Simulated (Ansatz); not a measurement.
Reactions of ClFH5NO2Si2 (`O[SiH](F)N[SiH](O)Cl`).

Program: Ansatz. Geometries: PBE0-D4/def2-TZVP. ΔE: electronic, gas phase. CCSD(T)/CBS adds triple-zeta CCSD(T) − MP2 to the extrapolated MP2 energy (def2 sets, frozen cores). This one scheme is used for every species. Functionals use def2-TZVPP. B3LYP here is the variant with VWN-RPA as its local correlation; programs differ in this. def2 core potentials past Kr. For Ge, I, Se outer-core shells are correlated without core-valence functions, which leaves a few kJ/mol of doubt a bond. Scalar relativity is left out up to krypton. Each species was taken in one conformer, which may not be the lowest.

```csv
reaction,CCSD(T)/CBS(def2) (eV)
`O[Si@H](F)N[Si@H](O)Cl` + `O[Si](O)(F)F` → `O[SiH](Cl)O[Si](O)(F)F` + `N[SiH](O)F`,-0.54
`O[Si@H](F)N[Si@H](O)Cl` + `[SH][GeH2][Cl]` → `O[SiH](Cl)[S][GeH2][Cl]` + `N[SiH](O)F`,0.11
`O[Si@H](F)N[Si@H](O)Cl` + CH₃SH → `CS[SiH](O)F` + `N[SiH](O)Cl`,0.23
`O[Si@H](F)N[Si@H](O)Cl` + `C[SiH3]` → `C[SiH2][SiH](O)F` + `N[SiH](O)Cl`,?
`O[Si@H](F)N[Si@H](O)Cl` + `N[SiH2]F` → `O[SiH](F)N[SiH2]F` + `N[SiH](O)Cl`,0.10
`O[Si@H](F)N[Si@H](O)Cl` + `[SiH3]I` → `O[SiH](F)[SiH2]I` + `N[SiH](O)Cl`,?
`O[Si@H](F)N[Si@H](O)Cl` + H₂Se → `O[SiH](F)[SeH]` + `N[SiH](O)Cl`,0.21
```

**Question.** Fill in the missing values. (An estimate is asked.)

**Answer.** Ansatz gave: `O[Si@H](F)N[Si@H](O)Cl` + `C[SiH3]` → `C[SiH2][SiH](O)F` + `N[SiH](O)Cl`: +1.06 eV; `O[Si@H](F)N[Si@H](O)Cl` + `[SiH3]I` → `O[SiH](F)[SiH2]I` + `N[SiH](O)Cl`: +0.97 eV.

Largest T1 diagnostic: 0.012, for `C[SiH2][SiH](O)F`.
